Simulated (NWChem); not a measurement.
System: vinylidene fluoride (C2H2F2); SMILES C=C(F)F

The following NWChem deck was run.

```
start job
memory heap 200 mb stack 900 mb global 1100 mb
geometry units angstroms noautoz
  C      0.014897    -1.383744     0.000000
  C      0.000704    -0.060042     0.000000
  F     -1.080642     0.680154     0.000000
  F      1.066012     0.703120     0.000000
  H      0.966391    -1.911793     0.000000
  H     -0.925041    -1.932095     0.000000
end
basis spherical
  * library def2-tzvpd
end
dft
  xc slater vwn_5
  iterations 150
  semidirect filesize 400000000
  mulliken
end
task dft energy
```

Output (shortened):

```
             Northwest Computational Chemistry Package (NWChem) 7.3.0
             --------------------------------------------------------

 C2V symmetry detected

                             Geometry "geometry" -> ""
                             -------------------------

 Output coordinates in angstroms (scale by  1.889725989 to convert to a.u.)

  No.       Tag          Charge          X              Y              Z
 ---- ---------------- ---------- -------------- -------------- --------------
    1 C                    6.0000     0.00000000     0.00000000    -1.38203762
    2 C                    6.0000     0.00000000     0.00000000    -0.05825954
    3 F                    9.0000     0.00000000    -1.07338842     0.69346223
    4 F                    9.0000     0.00000000     1.07338842     0.69346223
    5 H                    1.0000     0.00000000     0.94577048    -1.92026864
    6 H                    1.0000     0.00000000    -0.94577048    -1.92026864

 Effective nuclear repulsion energy (a.u.)     118.1080137200

      Symmetry information
      --------------------

 Group name             C2v
 Group number             16
 Group order               4
 No. of unique centers     4

                                 NWChem DFT Module
                                 -----------------

 Summary of "ao basis" -> "ao basis" (spherical)
 ------------------------------------------------------------------------------
       Tag                 Description            Shells   Functions and Types
 ---------------- ------------------------------  ------  ---------------------
 C                         def2-tzvpd               13       37   6s3p3d1f
 F                         def2-tzvpd               14       40   6s4p3d1f
 H                         def2-tzvpd                5        9   3s2p

      Symmetry analysis of basis
      --------------------------

        a1         68
        a2         23
        b1         31
        b2         50

            General Information
            -------------------
          SCF calculation type: DFT
          Wavefunction type:  closed shell.
          No. of atoms     :     6
          No. of electrons :    32
           Alpha electrons :    16
            Beta electrons :    16
          Charge           :     0
          Spin multiplicity:     1
          Use of symmetry is: on ; symmetry adaption is: on
          Maximum number of iterations: 150
          AO basis - number of functions:   172
                     number of shells:    64
          Convergence on energy requested:  1.00D-06
          Convergence on density requested:  1.00D-05
          Convergence on gradient requested:  5.00D-04

              XC Information
              --------------
                        Slater Exchange Functional  1.000 local
                      VWN V Correlation Functional  1.000 local

             Grid Information
             ----------------
          Grid used for XC integration:  medium
          Radial quadrature: Mura-Knowles
          Angular quadrature: Lebedev.
          Tag              B.-S. Rad. Rad. Pts. Rad. Cut. Ang. Pts.
          ---              ---------- --------- --------- ---------
          C                   0.70       49          11.0       434
          F                   0.50       49          11.0       434
          H                   0.35       45          11.0       434
          Grid pruning is: on
          Number of quadrature shells:   192
          Spatial weights used:  Erf1

      Superposition of Atomic Density Guess
      -------------------------------------

 Sum of atomic energies:        -275.17879929

      Non-variational initial energy
      ------------------------------

 Total energy =    -276.744014
 1-e energy   =    -614.616153
 2-e energy   =     219.764125
 HOMO         =      -0.281207
 LUMO         =       0.050462

      Symmetry analysis of molecular orbitals - initial
      -------------------------------------------------

  Numbering of irreducible representations:

     1 a1          2 a2          3 b1          4 b2

  Orbital symmetries:

     1 a1          2 b2          3 a1          4 a1          5 a1
     6 b2          7 a1          8 a1          9 b2         10 b1
    11 a1         12 a2         13 b2         14 a1         15 b2
    16 b1         17 a1         18 a1         19 b1         20 b2
    21 b2         22 b1         23 a1         24 a1         25 a2
    26 a1

------------------------------------------------------------
EAF file 0: "./job.aoints.0" size=190316544 bytes
------------------------------------------------------------
               write      read    awrite     aread      wait
               -----      ----    ------     -----      ----
     calls:      363         0         0         0         0
   data(b): 1.90e+08  0.00e+00  0.00e+00  0.00e+00
   time(s): 0.00e+00  0.00e+00  0.00e+00  0.00e+00  0.00e+00
rate(mb/s): 0.00e+00  0.00e+00
------------------------------------------------------------

     ---------------------------------------------
      Total Density - Mulliken Population Analysis
     ---------------------------------------------

    Atom       Charge   Shell Charges
 -----------   ------   -------------------------------------------------------
    1 C    6     6.86   0.86  1.12  0.57  0.64  0.24  0.00  1.34  1.44  0.61  0.01  0.01  0.02  0.01
    2 C    6     4.86   0.85  1.12  0.51  0.50  0.01  0.00  0.85  0.81 -0.05  0.05  0.15  0.02  0.02
    3 F    9     9.35   0.77  1.20  0.61  1.00  0.32  0.00  2.31  2.29  0.82  0.02  0.00  0.01  0.01  0.00
    4 F    9     9.35   0.77  1.20  0.61  1.00  0.32  0.00  2.31  2.29  0.82  0.02  0.00  0.01  0.01  0.00
    5 H    1     0.79   0.23  0.44  0.07  0.02  0.02
    6 H    1     0.79   0.23  0.44  0.07  0.02  0.02

   convergence    iter        energy       DeltaE   RMS-Dens  Diis-err
 ---------------- ----- ----------------- --------- --------- ---------
 d= 0,ls=0.0,diis     1   -275.0814178282 -3.93D+02  9.61D-03  2.72D+00
 d= 0,ls=0.0,diis     2   -274.8337496248  2.48D-01  6.56D-03  4.20D+00
 d= 0,ls=0.0,diis     3   -275.1560934844 -3.22D-01  3.24D-03  5.53D-01
 d= 0,ls=0.0,diis     4   -275.2022381983 -4.61D-02  1.26D-03  1.44D-01
 d= 0,ls=0.0,diis     5   -275.2205135189 -1.83D-02  2.16D-04  8.39D-03
  Resetting Diis
 d= 0,ls=0.0,diis     6   -275.2210686543 -5.55D-04  7.34D-05  3.41D-04
 d= 0,ls=0.0,diis     7   -275.2211024347 -3.38D-05  7.10D-05  2.82D-05
 d= 0,ls=0.0,diis     8   -275.2210944337  8.00D-06  3.99D-05  9.31D-05
 d= 0,ls=0.0,diis     9   -275.2211055473 -1.11D-05  9.11D-06  7.56D-06
 d= 0,ls=0.0,diis    10   -275.2211064092 -8.62D-07  1.88D-06  2.13D-07

         Total DFT energy =     -275.221106409217
      One electron energy =     -615.873342357481
           Coulomb energy =      252.953753476032
    Exchange-Corr. energy =      -30.409531247722
 Nuclear repulsion energy =      118.108013719954

 Numeric. integr. density =       32.000002759984

                  Occupations of the irreducible representations
                  ----------------------------------------------

                     irrep           alpha         beta
                     --------     --------     --------
                     a1                8.0          8.0
                     a2                1.0          1.0
                     b1                2.0          2.0
                     b2                5.0          5.0

                       DFT Final Molecular Orbital Analysis
                       ------------------------------------

 Vector   14  Occ=2.000000D+00  E=-3.934520D-01  Symmetry=a1
              MO Center= -7.9D-16,  2.7D-14, -2.5D-02, r^2= 2.4D+00
   Bfn.  Coefficient  Atom+Function         Bfn.  Coefficient  Atom+Function
  ----- ------------  ---------------      ----- ------------  ---------------
     5      0.300238  1 C  s                 83     -0.288114  3 F  pz
   123     -0.288114  4 F  pz                 9     -0.237078  1 C  pz
    86     -0.224819  3 F  pz               126     -0.224819  4 F  pz
    42     -0.192152  2 C  s                 46      0.173498  2 C  pz
    41     -0.155218  2 C  s                 89     -0.145796  3 F  pz

 Vector   15  Occ=2.000000D+00  E=-3.693459D-01  Symmetry=b2
              MO Center= -9.3D-16, -3.0D-14, -3.0D-01, r^2= 2.8D+00
   Bfn.  Coefficient  Atom+Function         Bfn.  Coefficient  Atom+Function
  ----- ------------  ---------------      ----- ------------  ---------------
    83     -0.230743  3 F  pz               123      0.230743  4 F  pz
     8      0.225457  1 C  py                82     -0.181732  3 F  py
    86     -0.182454  3 F  pz               122     -0.181732  4 F  py
   126      0.182454  4 F  pz               156      0.157420  5 H  s
   165     -0.157420  6 H  s                 14      0.147966  1 C  py

 Vector   16  Occ=2.000000D+00  E=-2.443436D-01  Symmetry=b1
              MO Center=  1.7D-15, -7.2D-15, -6.8D-01, r^2= 1.8D+00
   Bfn.  Coefficient  Atom+Function         Bfn.  Coefficient  Atom+Function
  ----- ------------  ---------------      ----- ------------  ---------------
     7      0.320444  1 C  px                10      0.273057  1 C  px
    44      0.252762  2 C  px                47      0.213883  2 C  px
    81     -0.179177  3 F  px               121     -0.179177  4 F  px
    13      0.173712  1 C  px                84     -0.142761  3 F  px
   124     -0.142761  4 F  px                87     -0.109705  3 F  px

 Vector   17  Occ=0.000000D+00  E=-3.479286D-02  Symmetry=b1
              MO Center=  4.9D-15, -4.7D-15, -7.2D-01, r^2= 2.4D+00
   Bfn.  Coefficient  Atom+Function         Bfn.  Coefficient  Atom+Function
  ----- ------------  ---------------      ----- ------------  ---------------
    44      0.411419  2 C  px                47      0.392003  2 C  px
    10     -0.267549  1 C  px                50      0.266370  2 C  px
     7     -0.261990  1 C  px                81     -0.147454  3 F  px
   121     -0.147454  4 F  px                13     -0.140508  1 C  px
    87     -0.138496  3 F  px               127     -0.138496  4 F  px

 Vector   18  Occ=0.000000D+00  E=-8.859741D-03  Symmetry=a1
              MO Center= -7.0D-15,  6.0D-13, -4.6D-01, r^2= 8.9D+00
   Bfn.  Coefficient  Atom+Function         Bfn.  Coefficient  Atom+Function
  ----- ------------  ---------------      ----- ------------  ---------------
     5      1.944845  1 C  s                 43      1.651328  2 C  s
   157     -1.454985  5 H  s                166     -1.454985  6 H  s
     6      1.164690  1 C  s                 80     -1.101392  3 F  s
   120     -1.101392  4 F  s                 42      0.968637  2 C  s
    52      0.540586  2 C  pz                 4     -0.420046  1 C  s

 Vector   19  Occ=0.000000D+00  E= 2.976054D-02  Symmetry=a1
              MO Center=  5.1D-14,  2.6D-12, -1.1D+00, r^2= 1.2D+01
   Bfn.  Coefficient  Atom+Function         Bfn.  Coefficient  Atom+Function
  ----- ------------  ---------------      ----- ------------  ---------------
    43     -4.925153  2 C  s                  6      4.489924  1 C  s
   157     -3.381919  5 H  s                166     -3.381919  6 H  s
    52     -2.571179  2 C  pz                15     -2.428053  1 C  pz
    80      2.199053  3 F  s                120      2.199053  4 F  s
    42      2.009459  2 C  s                 30     -1.273255  1 C  d  2

------------------------------------------------------------
EAF file 0: "./job.aoints.0" size=218628096 bytes
------------------------------------------------------------
               write      read    awrite     aread      wait
               -----      ----    ------     -----      ----
     calls:      417         9         0      3744      3744
   data(b): 2.19e+08  4.72e+06  0.00e+00  1.96e+09
   time(s): 0.00e+00  0.00e+00  0.00e+00  0.00e+00  0.00e+00
rate(mb/s): 0.00e+00  0.00e+00
------------------------------------------------------------

     ---------------------------------------------
      Total Density - Mulliken Population Analysis
     ---------------------------------------------

    Atom       Charge   Shell Charges
 -----------   ------   -------------------------------------------------------
    1 C    6     6.83   0.84  1.13  0.53  0.63  0.28  0.01  1.38  1.15  0.82  0.01  0.01  0.04  0.00
    2 C    6     5.44   0.84  1.13  0.55  0.54  0.11 -0.00  1.28  0.91 -0.19  0.05  0.21 -0.02  0.03
    3 F    9     9.18   0.76  1.20  0.61  0.95  0.40  0.03  2.29  2.04  0.84  0.03  0.00  0.01  0.01  0.00
    4 F    9     9.18   0.76  1.20  0.61  0.95  0.40  0.03  2.29  2.04  0.84  0.03  0.00  0.01  0.01  0.00
    5 H    1     0.68   0.26  0.48 -0.10  0.02  0.02
    6 H    1     0.68   0.26  0.48 -0.10  0.02  0.02

     -------------------------------------------
      Total Density - Lowdin Population Analysis
     -------------------------------------------

    Atom       Charge   Shell Charges
 -----------   ------   -------------------------------------------------------
    1 C    6     5.94   0.90  1.04  0.33  0.28  0.13  0.07  1.16  1.24  0.45  0.02  0.15  0.14  0.03
    2 C    6     6.54   0.90  1.04  0.31  0.22  0.10  0.06  1.07  0.99  0.37  0.09  0.80  0.41  0.19
    3 F    9     8.84   0.85  1.11  0.57  0.63  0.30  0.08  2.13  2.03  0.80  0.11  0.00  0.03  0.19  0.00
    4 F    9     8.84   0.85  1.11  0.57  0.63  0.30  0.08  2.13  2.03  0.80  0.11  0.00  0.03  0.19  0.00
    5 H    1     0.92   0.23  0.34  0.13  0.06  0.17
    6 H    1     0.92   0.23  0.34  0.13  0.06  0.17

     Multipole analysis of the density
     ---------------------------------

     L   x y z        total         alpha         beta         nuclear
     -   - - -        -----         -----         ----         -------
     0   0 0 0      0.000000    -16.000000    -16.000000     32.000000

     1   1 0 0     -0.000000     -0.000000     -0.000000      0.000000
     1   0 1 0      0.000000      0.000000      0.000000      0.000000
     1   0 0 1     -0.434557     -0.217279     -0.217279     -0.000000

     2   2 0 0    -17.064514     -8.532257     -8.532257      0.000000
     2   1 1 0     -0.000000     -0.000000     -0.000000      0.000000
     2   1 0 1     -0.000000     -0.000000     -0.000000      0.000000
     2   0 2 0    -16.459361    -48.453957    -48.453957     80.448552
     2   0 1 1      0.000000      0.000000      0.000000     -0.000000
     2   0 0 2    -15.448229    -56.846628    -56.846628     98.245028
```

Level: LDA (Slater exchange, VWN5)/def2-TZVPD. Coordinates come from a PBE0/def2-SVP optimisation.
